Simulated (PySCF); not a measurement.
F₅Mo, doublet (typed; the unrestricted solution is spin-contaminated), geometry from GFN2-xTB (such geometries of metal compounds can be far from the true shape) (the multiplicity is a formal guess) (core potentials on Mo), with bond 4-1 at 2.0 times its length; DF-PBE0/def2-SVP run with PySCF.

Input for PySCF:
```python
from pyscf import gto, scf, dft

mol = gto.M(
    atom='''
Mo    0.026336   -0.021561    0.090421
F     0.498854   -0.408411    1.712759
F    -1.409849    0.596512   -0.900245
F     1.923235    2.840907    0.483063
F     0.668439    0.010479   -1.645303
F    -0.855130   -1.507635    0.124081
''',
    basis='def2-svp',
    ecp={'Mo': 'def2-svp'},
    charge=0,
    spin=1,
    verbose=4,
)

mf = dft.UKS(mol)
mf.xc = 'pbe0'
mf.conv_tol = 1e-12
mf = mf.density_fit(auxbasis='def2-universal-jkfit')
mf.kernel()
```

Output, abridged:

```
PySCF version 2.14.0

[INPUT] verbose = 4
[INPUT] num. atoms = 6
[INPUT] num. electrons = 59
[INPUT] charge = 0
[INPUT] spin (= nelec alpha-beta = 2S) = 1
[INPUT] symmetry False subgroup None
[INPUT] Mole.unit = angstrom
[INPUT] Symbol           X                Y                Z      unit          X                Y                Z       unit  Magmom
[INPUT]  1 Mo     0.026336000000  -0.021561000000   0.090421000000 AA    0.049767827217  -0.040744384972   0.170870925909 Bohr   0.0
[INPUT]  2 F      0.498854000000  -0.408411000000   1.712759000000 AA    0.942697436144  -0.771784936260   3.236645427384 Bohr   0.0
[INPUT]  3 F     -1.409849000000   0.596512000000  -0.900245000000 AA   -2.664228486992   1.127244310017  -1.701216495009 Bohr   0.0
[INPUT]  4 F      1.923235000000   2.840907000000   0.483063000000 AA    3.634387423178   5.368536175360   0.912856770911 Bohr   0.0
[INPUT]  5 F      0.668439000000   0.010479000000  -1.645303000000 AA    1.263166640978   0.019802440059  -3.109172061925 Bohr   0.0
[INPUT]  6 F     -0.855130000000  -1.507635000000   0.124081000000 AA   -1.615961500899  -2.849017245809   0.234479107262 Bohr   0.0

nuclear repulsion = 305.025899417613
number of shells = 41
number of NR pGTOs = 177
number of NR cGTOs = 101
basis = def2-svp
ecp = {'Mo': 'def2-svp'}

******** <class 'pyscf.df.df_jk.DFUKS'> ********
method = DFUKS
initial guess = minao
damping factor = 0
level_shift factor = 0
DIIS = <class 'pyscf.scf.diis.CDIIS'>
diis_start_cycle = 1
diis_space = 8
diis_damp = 0
SCF conv_tol = 1e-12
SCF conv_tol_grad = None
SCF max_cycles = 50
direct_scf = False
number electrons alpha = 30  beta = 29
XC library pyscf.dft.libxc version 7.1.2
    S. Lehtola, C. Steigemann, M. J. T. Oliveira, and M. A. L. Marques,  SoftwareX 7, 1–5 (2018)
XC functionals = pbe0
    C. Adamo and V. Barone,  J. Chem. Phys. 110, 6158 (1999)
    M. Ernzerhof and G. E. Scuseria,  J. Chem. Phys. 110, 5029 (1999)
radial grids:
    Treutler-Ahlrichs [JCP 102, 346 (1995); DOI:10.1063/1.469408] (M4) radial grids

becke partition: Becke, JCP 88, 2547 (1988); DOI:10.1063/1.454033
pruning grids: <function nwchem_prune>
grids dens level: 3
symmetrized grids: False
atomic radii adjust function: <function treutler_atomic_radii_adjust>
small_rho_cutoff = 0
Set gradient conv threshold to 1e-06
tot grids = 93752
******** <class 'pyscf.df.df.DF'> ********
auxbasis = def2-universal-jkfit
init E= -558.835172648258

cycle= 1 E= -565.863778169295  delta_E= -7.03  |g|= 1.17  |ddm|= 2.24
cycle= 2 E= -548.67475622119  delta_E= 17.2  |g|= 3.73  |ddm|= 4.13
cycle= 3 E= -566.016055771555  delta_E= -17.3  |g|= 1.06  |ddm|= 3.91
cycle= 4 E= -566.359242563132  delta_E= -0.343  |g|= 0.353  |ddm|= 0.55
cycle= 5 E= -552.611517842898  delta_E= 13.7  |g|= 2.54  |ddm|= 3.21
cycle= 6 E= -566.395813781118  delta_E= -13.8  |g|= 0.373  |ddm|= 3.18
cycle= 7 E= -554.466118601646  delta_E= 11.9  |g|= 3.12  |ddm|= 3.01
cycle= 8 E= -553.141692994048  delta_E= 1.32  |g|= 2.72  |ddm|= 0.579
cycle= 9 E= -553.370063384315  delta_E= -0.228  |g|= 2.84  |ddm|= 0.126
cycle= 10 E= -556.702919168648  delta_E= -3.33  |g|= 2.93  |ddm|= 1.16
cycle= 11 E= -556.757791044523  delta_E= -0.0549  |g|= 2.91  |ddm|= 0.0835
cycle= 12 E= -566.414132309638  delta_E= -9.66  |g|= 0.257  |ddm|= 2.85
cycle= 13 E= -566.45039677534  delta_E= -0.0363  |g|= 0.161  |ddm|= 0.252
cycle= 14 E= -566.45932079665  delta_E= -0.00892  |g|= 0.172  |ddm|= 0.199
cycle= 15 E= -566.430631200353  delta_E= 0.0287  |g|= 0.333  |ddm|= 0.561
cycle= 16 E= -566.349945707784  delta_E= 0.0807  |g|= 0.538  |ddm|= 0.486
cycle= 17 E= -566.400794725163  delta_E= -0.0508  |g|= 0.428  |ddm|= 0.182
cycle= 18 E= -566.412243348668  delta_E= -0.0114  |g|= 0.399  |ddm|= 0.0663
cycle= 19 E= -566.390738658507  delta_E= 0.0215  |g|= 0.449  |ddm|= 0.17
cycle= 20 E= -566.384882925033  delta_E= 0.00586  |g|= 0.462  |ddm|= 0.0197
cycle= 21 E= -566.332089999598  delta_E= 0.0528  |g|= 0.57  |ddm|= 0.371
cycle= 22 E= -566.458591308656  delta_E= -0.127  |g|= 0.278  |ddm|= 0.383
cycle= 23 E= -566.478042066206  delta_E= -0.0195  |g|= 0.187  |ddm|= 0.127
cycle= 24 E= -566.490962370568  delta_E= -0.0129  |g|= 0.162  |ddm|= 0.273
cycle= 25 E= -566.499884828784  delta_E= -0.00892  |g|= 0.0892  |ddm|= 0.0881
cycle= 26 E= -566.500397093157  delta_E= -0.000512  |g|= 0.106  |ddm|= 0.237
cycle= 27 E= -566.504221454091  delta_E= -0.00382  |g|= 0.0583  |ddm|= 0.0607
cycle= 28 E= -566.505730292403  delta_E= -0.00151  |g|= 0.0227  |ddm|= 0.0663
cycle= 29 E= -566.505938637268  delta_E= -0.000208  |g|= 0.0123  |ddm|= 0.0243
cycle= 30 E= -566.506090295426  delta_E= -0.000152  |g|= 0.00397  |ddm|= 0.0344
cycle= 31 E= -566.506172678881  delta_E= -8.24e-05  |g|= 0.00794  |ddm|= 0.0437
cycle= 32 E= -566.506303350358  delta_E= -0.000131  |g|= 0.00326  |ddm|= 0.0456
cycle= 33 E= -566.506434594753  delta_E= -0.000131  |g|= 0.00193  |ddm|= 0.0696
cycle= 34 E= -566.506515539946  delta_E= -8.09e-05  |g|= 0.00356  |ddm|= 0.0665
cycle= 35 E= -566.506563237709  delta_E= -4.77e-05  |g|= 0.00338  |ddm|= 0.0557
cycle= 36 E= -566.506575835036  delta_E= -1.26e-05  |g|= 0.00288  |ddm|= 0.0188
cycle= 37 E= -566.506590276785  delta_E= -1.44e-05  |g|= 0.000774  |ddm|= 0.018
cycle= 38 E= -566.506595372478  delta_E= -5.1e-06  |g|= 0.00118  |ddm|= 0.0134
cycle= 39 E= -566.50660039589  delta_E= -5.02e-06  |g|= 0.000767  |ddm|= 0.00962
cycle= 40 E= -566.506607314913  delta_E= -6.92e-06  |g|= 0.000737  |ddm|= 0.0117
cycle= 41 E= -566.506614613408  delta_E= -7.3e-06  |g|= 0.000532  |ddm|= 0.0119
cycle= 42 E= -566.50661877416  delta_E= -4.16e-06  |g|= 0.00065  |ddm|= 0.0065
cycle= 43 E= -566.506626568617  delta_E= -7.79e-06  |g|= 0.000467  |ddm|= 0.0139
cycle= 44 E= -566.506634761474  delta_E= -8.19e-06  |g|= 0.000445  |ddm|= 0.017
cycle= 45 E= -566.506641085289  delta_E= -6.32e-06  |g|= 0.000666  |ddm|= 0.0133
cycle= 46 E= -566.506647807733  delta_E= -6.72e-06  |g|= 0.000326  |ddm|= 0.0184
cycle= 47 E= -566.506651313161  delta_E= -3.51e-06  |g|= 0.00051  |ddm|= 0.0133
cycle= 48 E= -566.506651395921  delta_E= -8.28e-08  |g|= 0.00047  |ddm|= 0.00373
cycle= 49 E= -566.506652456718  delta_E= -1.06e-06  |g|= 0.000449  |ddm|= 0.00434
cycle= 50 E= -566.506654175634  delta_E= -1.72e-06  |g|= 0.000203  |ddm|= 0.00778
SCF not converged.
SCF energy = -566.506654175634 after 50 cycles  <S^2> = 1.5248876  2S+1 = 2.6644982
```

The run did not converge; its last values are not results.
